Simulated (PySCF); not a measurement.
# As²⁴⁺: fine-structure interval

As²⁴⁺ [He] 2s2 2p5 [2p1/2^2 2p3/2^3, M_J = 3/2] → As²⁴⁺ [He] 2s2 2p5 [2p1/2^1 2p3/2^4, M_J = 1/2], as a difference of total energies. All numbers are calculated (PySCF 2.14, the two-component X2C-1e Hamiltonian, in an uncontracted even-tempered set (18 s from 7.2 bohr⁻², ratio 2.4; 12 p from 9.4 bohr⁻², ratio 2.4; 5 d from 38 bohr⁻², ratio 2.6; 5 f from 58 bohr⁻², ratio 2.6)). Correlated levels: nothing frozen; the 34 highest virtual spinors dropped. "Screened" scales the spin-orbit matrix elements by Boettger's factors to mimic the two-electron term; Breit and QED terms are absent.

| method | fine-structure interval (cm⁻¹) |
| --- | --- |
| GHF (screened spin-orbit) | 309700 |
| GMP2 (screened spin-orbit) | 310520 |
| GHF (bare spin-orbit) | 330110 |
